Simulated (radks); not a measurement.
The numbers below are computed, except where a source is named.
Polarisability of the titanium ion Ti2+, [Ar] 3d2, at imaginary frequency. Code: a radial shooting solver on a logarithmic mesh with Libxc functionals. Model: non-relativistic Kohn-Sham, PBE, spin-polarised, spherical densities, point nucleus; open shells are filled with parallel spins first. Response by self-consistent Sternheimer equations with the Hartree and adiabatic LDA kernel.

w (hartree)  alpha1(iw) (bohr^3)
0.00266                    5.335
0.0143                     5.329
0.0360                     5.299
0.0697                     5.203
0.118                      4.989
0.186                      4.616
0.280                      4.102
0.413                      3.517
0.605                      2.913
0.892                      2.291
1.35                       1.644
2.12                       1.009
3.59                      0.4916
6.94                      0.1745
17.5                     0.03816

Static values: alpha1 = 5.335 bohr^3 (0.7906 angstrom^3; uncoupled 6.624). C6 = 15.84, triple-dipole C9 = 54.08 atomic units. One-pole (London) frequency 4 C6 / (3 alpha1^2) = 0.742 hartree, against 0.755 for minus the highest occupied eigenvalue.
